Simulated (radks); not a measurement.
The numbers below are computed, except where a source is named.
Polarisability of the molybdenum ion Mo+, [Kr] 4d5, at imaginary frequency. Level of theory: non-relativistic Kohn-Sham, exchange-only LDA, spin-polarised, spherical densities, point nucleus; open shells are filled with parallel spins first (spin-orbit coupling, left out, can overturn this in heavy ions); relativity is left out, which matters for an element this heavy (a radial shooting solver on a logarithmic mesh with Libxc functionals). Response by self-consistent Sternheimer equations with the Hartree and adiabatic exchange-only LDA kernel.

| w (hartree) | alpha1(iw) (bohr^3) |
|---|---|
| 0.00266 | 23.13 |
| 0.0143 | 23.06 |
| 0.0360 | 22.69 |
| 0.0697 | 21.61 |
| 0.118 | 19.49 |
| 0.186 | 16.49 |
| 0.280 | 13.25 |
| 0.413 | 10.22 |
| 0.605 | 7.538 |
| 0.892 | 5.220 |
| 1.35 | 3.298 |
| 2.12 | 1.812 |
| 3.59 | 0.8143 |
| 6.94 | 0.2828 |
| 17.5 | 0.06646 |

Static values: alpha1 = 23.13 bohr^3 (3.427 angstrom^3; uncoupled 33.37). C6 = 151.9, triple-dipole C9 = 2291 atomic units. One-pole (London) frequency 4 C6 / (3 alpha1^2) = 0.379 hartree, against 0.399 for minus the highest occupied eigenvalue. The dipole shielding factor is 0.977, as the force sum rule N/Z = 0.976 demands.
